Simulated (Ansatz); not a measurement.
Geometry optimisation, RKS PBE-D4/def2-SVP (Ansatz).

Input file:

```yaml
crystal:
  periodic: [false, false, false]
  atoms:
    - { symbol: Si, position_ang: [-1.0939, 0.2172, 1.7717] }
    - { symbol: O, position_ang: [-0.5298, -0.2185, 0.203] }
    - { symbol: C, position_ang: [0.7833, -0.0418, -0.1403] }
    - { symbol: C, position_ang: [1.3453, -0.4015, -1.3229] }
    - { symbol: Te, position_ang: [0.0037, -1.2839, -2.8009] }
    - { symbol: H, position_ang: [-0.4368, -0.4638, 2.814] }
    - { symbol: H, position_ang: [-0.9035, 1.7071, 1.9528] }
    - { symbol: H, position_ang: [-2.5421, -0.0186, 1.8219] }
    - { symbol: H, position_ang: [1.5076, 0.4117, 0.6302] }
    - { symbol: H, position_ang: [2.3186, -0.2694, -1.5386] }
    - { symbol: H, position_ang: [0.41447, -2.859, -2.20929] }
basis:
  gaussian: { orbitals: def2-SVP }
hamiltonian:
  xc: pbe
  dispersion: d4
relax:
  f_tol: 0.015
  max_steps: 40
```

Launched with:

```bash
$ ansatz run input.yaml --threads 2 --pin off --max-ram 3072MiB --backend cpu --events-out ev --progress --plain --runs-dir out
```

Where does it end, and by what steps?

The run converged. After 19 steps the energy has fallen by 0.534 eV; H11 moved furthest, 1.31 Å.

```tsv
step	energy less start (eV)	largest force component (eV/Å)	accepted
0	0.0000	5.334	yes
1	-0.3544	0.986	yes
2	-0.4038	0.393	yes
3	-0.4222	0.208	yes
4	-0.4250	0.150	yes
5	-0.4269	0.175	yes
6	-0.4108	0.382	no
7	-0.4291	0.055	yes
8	-0.4323	0.047	yes
9	-0.4355	0.133	yes
10	-0.4383	0.473	yes
11	-0.4481	0.406	yes
12	-0.4763	0.184	yes
13	-0.4905	0.321	yes
14	-0.5059	0.176	yes
15	-0.5174	0.226	yes
16	-0.5287	0.248	yes
17	-0.5331	0.085	yes
18	-0.5337	0.064	yes
19	-0.5339	0.010	yes
```

```xyz
11
Properties=species:S:1:pos:R:3
Si -1.123 0.366 1.853
O -0.546 -0.117 0.331
C 0.750 -0.004 -0.094
C 1.181 -0.682 -1.174
Te -0.159 -1.959 -2.205
H -0.591 -0.533 2.935
H -0.694 1.782 2.129
H -2.612 0.261 1.758
H 1.409 0.681 0.473
H 2.210 -0.576 -1.543
H 1.043 -2.438 -3.282
```

Whether the end is a true minimum wasn't checked by a vibrational analysis.

Time of the run: 52 s on 2 threads of Intel(R) Xeon(R) Platinum 8488C (Sapphire Rapids) (shared host), peak memory 0.18 GiB.
